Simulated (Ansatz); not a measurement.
```yaml
crystal:
  periodic: [false, false, false]
  atoms:
    - {symbol: C, position_ang: [-0.403609, 0.606245, -0.031548]}
    - {symbol: N, position_ang: [0.293879, 0.390298, -0.608837]}
    - {symbol: Si, position_ang: [0.772269, -0.537853, -0.283244]}
    - {symbol: Si, position_ang: [-0.423043, -0.346931, 0.717042]}
    - {symbol: H, position_ang: [-0.362018, 1.153259, 0.375608]}
    - {symbol: H, position_ang: [-0.952359, 0.800680, -0.449930]}
    - {symbol: H, position_ang: [0.478182, 0.908990, -1.103711]}
    - {symbol: H, position_ang: [0.637731, -1.366143, -1.022602]}
    - {symbol: H, position_ang: [1.750218, -0.633591, 0.086404]}
    - {symbol: H, position_ang: [-0.284307, -0.242098, 1.485338]}
    - {symbol: H, position_ang: [-1.159064, -0.843199, 0.607671]}
basis:
  gaussian: {orbitals: def2-mTZVP}
hamiltonian: {xc: {name: wB97X}}
output: {forces: true}
```

```sh
$ ansatz run in.yaml --threads 2 --pin off --events-out ev --progress --plain --max-ram 4352MiB
```

It prints (some lines left out):

```
Functional definition: wB97X
947 factors; integrals over basis functions are off by at most 3.3e-4 eV
326 factors; integrals over basis functions are off by at most 2.2e-6 eV
mean field evaluation 1: about -18261.7725 eV, gradient 1.3e2 eV
mean field evaluation 2: about -18258.2583 eV, gradient 1.4e2 eV
mean field evaluation 4: about -18289.2727 eV, gradient 2.2e0 eV
mean field evaluation 8: about -18289.3938 eV, gradient 1.8e-1 eV
mean field evaluation 16: about -18289.3941 eV, gradient 1.6e-4 eV
mean field -18289.39411578 eV, -672.1228367583 hartree, gradient 1.5e-5 eV, S^2 0.000000; 0 other end points of the search recorded, 0 dependent functions left out
reference -18289.39408252 eV, -672.1228355361 hartree; 24, 24 occupied and 79, 79 virtual orbitals, 947 factors
Total energy: -18289.39408252 eV, -672.1228355361 hartree
Atom 0 at    -0.403609     0.606245    -0.031548 Å, force   -43.506748    24.059199     9.211081 eV/Å
Atom 1 at     0.293879     0.390298    -0.608837 Å, force    22.961667    48.654687   -69.111617 eV/Å
Atom 2 at     0.772269    -0.537853    -0.283244 Å, force    53.769809   -82.187387     9.589929 eV/Å
Atom 3 at    -0.423043    -0.346931     0.717042 Å, force    -5.170634   -32.045955    -4.354786 eV/Å
Atom 4 at    -0.362018     1.153259     0.375608 Å, force     3.383739    41.412829    30.177282 eV/Å
Atom 5 at    -0.952359     0.800680    -0.449930 Å, force   -34.401896    11.037916   -20.800082 eV/Å
Atom 6 at     0.478182     0.908990    -1.103711 Å, force     8.063754    21.224993   -21.897759 eV/Å
Atom 7 at     0.637731    -1.366143    -1.022602 Å, force    -0.896793   -13.195354   -10.968590 eV/Å
Atom 8 at     1.750218    -0.633591     0.086404 Å, force    22.170365    -1.959964     7.699887 eV/Å
Atom 9 at    -0.284307    -0.242098     1.485338 Å, force    13.062476    10.558325    75.588867 eV/Å
Atom 10 at    -1.159064    -0.843199     0.607671 Å, force   -39.435740   -27.559289    -5.134211 eV/Å
Dipole moment:    -0.126326     0.738929    -0.245946 e Å
```

Problem. Something in this input is off. What?

Solution. The geometry is squeezed to about two thirds of its size. Self-consistency was reached. The result belongs to that input, not to the molecule as meant.
